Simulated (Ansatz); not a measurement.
Ge$_{2}$H$_{7}$N (`[GeH3][NH][GeH3]`), 10 atoms. Charge 0, multiplicity 1. Correlated methods include outer-core shells of Ge, which these sets cover unevenly. Scalar relativity is left out up to krypton. All runs use 4 threads of a server CPU on a shared host. Correlated methods freeze the cores.

(1) How many basis functions does each run have, and how long does it take in Ansatz? RKS r2SCAN0-D4/def2-TZVPP energy; RHF-CCSD(T)/def2-SVP energy; RKS PBE0-D4/def2-TZVP frequencies; RKS ωB97M-V/def2-SVP energy; RHF-CCSD(T)/def2-TZVPP energy; RKS PBE0-D4/def2-QZVPP energy; direct RPA on PBE orbitals/def2-TZVPP energy; RKS BLYP-D4/def2-TZVPP energy; RKS B97M-V/def2-TZVPP energy; RKS PBE0-D4/def2-TZVP relaxation (6 steps); RKS PBE0-D4/def2-SVP energy; RHF-MP2/def2-QZVPP energy. (An estimate is asked.)

Answers

(1) Ansatz gave: Other jobs shared the machine, so times are rough.

```csv
level,job,functions,wall time,peak host memory (GiB)
RKS PBE0-D4/def2-SVP,energy,113,1.1 s,0.28
RKS BLYP-D4/def2-TZVPP,energy,225,1.5 s,0.31
direct RPA on PBE orbitals/def2-TZVPP,energy,225,3.4 s,0.56
RKS ωB97M-V/def2-SVP,energy,113,3.6 s,0.4
RKS r2SCAN0-D4/def2-TZVPP,energy,225,3.6 s,0.73
RKS B97M-V/def2-TZVPP,energy,225,5.5 s,0.39
RHF-CCSD(T)/def2-SVP,energy,113,6 s,0.56
RKS PBE0-D4/def2-QZVPP,energy,445,7 s,1.9
RKS PBE0-D4/def2-TZVP,relaxation (6 steps),169,15 s,0.5
RHF-MP2/def2-QZVPP,energy,445,17 s,2.6
RKS PBE0-D4/def2-TZVP,frequencies,169,94 s,0.52
RHF-CCSD(T)/def2-TZVPP,energy,225,100 s,3.7
```
